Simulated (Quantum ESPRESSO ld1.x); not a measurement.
Problem. The mean radii <r> (bohr) of the occupied orbitals of an atom or ion are listed with their occupations. Calculated with ld1.x of Quantum ESPRESSO 7.5: scalar-relativistic Kohn-Sham, PBE, spin-unpolarised, spherical densities, point nucleus.

| orbital | occ. | <r> |
|---|---|---|
| 1s | 2 | 0.07680 |
| 2s | 2 | 0.3602 |
| 2p | 6 | 0.3225 |
| 3s | 1 | 0.9767 |

Name the element and its charge.

Solution. Z = 20, calcium, charge +9: Ca9+ in [Ne] 3s1. The 1s radius gives Z: for a bare nucleus <r> = (2 gamma + 1)/(2Z) with gamma = sqrt(1 - (Z/c)^2), 0.07446 bohr for Z = 20, and screening makes it slightly larger (0.07680 here). The occupations add up to 11, and the charge is Z minus that.
